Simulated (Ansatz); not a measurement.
Geometry optimisation, RKS BLYP/def2-SVP in Ansatz.

input.yaml

```yaml
crystal:
  periodic: [false, false, false]
  atoms:
    - { symbol: "N", position_ang: [-1.5036, 0.326, -0.4598] }
    - { symbol: Ge, position_ang: [-0.3671, -0.9415, 0.1172] }
    - { symbol: Ga, position_ang: [0.6995, 0.1471, 1.9719] }
    - { symbol: O, position_ang: [2.0312, 1.2568, 0.1835] }
    - { symbol: H, position_ang: [-2.0244, -0.0213, -1.3363] }
    - { symbol: H, position_ang: [-0.9737, 1.1949, -0.7935] }
    - { symbol: H, position_ang: [0.6361, -1.3046, -1.0274] }
    - { symbol: H, position_ang: [-1.1175, -2.1819, 0.5418] }
    - { symbol: H, position_ang: [0.844, -0.0403, 1.5432] }
    - { symbol: H, position_ang: [1.8586, 1.5136, -0.7378] }
basis:
  gaussian: { orbitals: def2-SVP }
hamiltonian:
  xc: blyp
relax:
  f_tol: 0.015
  max_steps: 40
```

Launched with:

```bash
$ ansatz run input.yaml --threads 2 --pin off --max-ram 3072MiB --backend cpu --events-out ev --progress --plain --runs-dir out
```

Question: Where does it end, and by what steps?

Answer: The forces met the threshold. The force dipped under the threshold on the way, but the program's further checks kept it going. After 38 steps the energy has fallen by 82.607 eV; H9 moved furthest, 2.05 Å. The start is strongly strained (largest force component 387 eV/Å), so its close contacts needn't be bonds. Parted: Ge2–Ga3, Ga3–H9. Joined: Ge2–H9, Ga3–O4.

```
step  energy less start (eV)  largest force component (eV/Å)  accepted
   0                  0.0000                         386.905       yes
   2                -72.7552                          26.881       yes
   4                -78.5071                           9.667       yes
   6                -81.1098                           2.799       yes
   8                -81.7901                           1.346       yes
  10                -82.1629                           0.404       yes
  12                -82.3149                           0.570       yes
  14                -82.3766                           0.650       yes
  16                -82.4623                           0.173       yes
  18                -82.5467                           0.899       yes
  20                -82.5697                           0.288       yes
  22                -82.5606                           0.322        no
  24                -82.5746                           0.018       yes
  26                -82.5804                           0.335       yes
  28                -82.5932                           0.116       yes
  30                -82.5990                           0.136       yes
  32                -82.6048                           0.077       yes
  34                -82.6066                           0.054       yes
  36                -82.6071                           0.014       yes
  38                -82.6072                           0.011       yes
```

```xyz
10
Properties=species:S:1:pos:R:3
N -0.528 0.229 -0.259
Ge -0.487 -1.659 -0.046
Ga 0.104 1.882 1.463
O 1.400 2.049 0.082
H -1.364 0.537 -0.777
H 0.304 0.606 -0.754
H -0.365 -2.405 -1.408
H -1.813 -2.048 0.656
H 0.740 -1.970 0.846
H 2.092 2.728 0.201
```

Time of the run: 2 min on 2 threads of Arm Neoverse V1 (shared host), peak memory 0.18 GiB.
